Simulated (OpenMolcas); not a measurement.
A calculation on V+.

| Quantity | Value |
| --- | --- |
| Program | OpenMolcas 26.06 |
| Method | CASSCF |
| Basis | ANO-RCC-VQZP [7s6p4d3f2g1h] |
| Scalar Hamiltonian | DKH2, point nucleus |
| Active space | 4 electrons in 11 orbitals (3d 4s 4d) |
| State averaging | 2S+1 = 5 even, 15 roots; 2S+1 = 3 even, 49 roots kept (CI in the orbitals of an earlier block); 2S+1 = 1 even, 9 roots kept (CI in the orbitals of an earlier block) |
| Spin-orbit coupling | RASSI with atomic mean-field integrals over the reference wave functions, term energies averaged over their components |

(1) Which level of the active space comes out lowest?

(2) How high does 3d4 5D4 lie?

(3) How high does 3d3 4s 5F5 lie?

(4) How high does 3d4 3P0 lie?

(5) The level at 116 cm-1 has J = 2. What is it made of, and what is its g factor?

Measured values: NIST Handbook of Basic Atomic Spectroscopic Data.

Results:

(1) 3d4 5D0, with 100 % of that term; it is also the measured ground level.

(2) 380 cm-1 above the lowest level; measured 339 cm-1 above the ground level, so the calculation is off by +12 %.

(3) 652 cm-1 above the lowest level; measured 3163 cm-1 above the ground level, so the calculation is off by -79 %.

(4) 13460 cm-1 above the lowest level.

(5) 81 % 3d4 5D2, 19 % 3d3 4s 5F; g = 1.405, against 1.501 from Landé's formula for the pure leading term.

Without dynamic correlation excited terms often stand tens of per cent too high (terms of higher spin than the ground term too low), and those without a measured partner can miss by more than the paired ones. Terms from blocks run as CI alone lack orbitals of their own. Active for correlation alone: 4d; no level in the range computed is led by a configuration that fills it, so any true level of that kind is missing. Computed and measured levels are paired by configuration, term and J; levels that our copy of the source lacks, or whose pairing is in doubt (as where it misses far off the trend of its configuration), stay unpaired and out of the deviations. Levels of configurations outside the active space are missing.
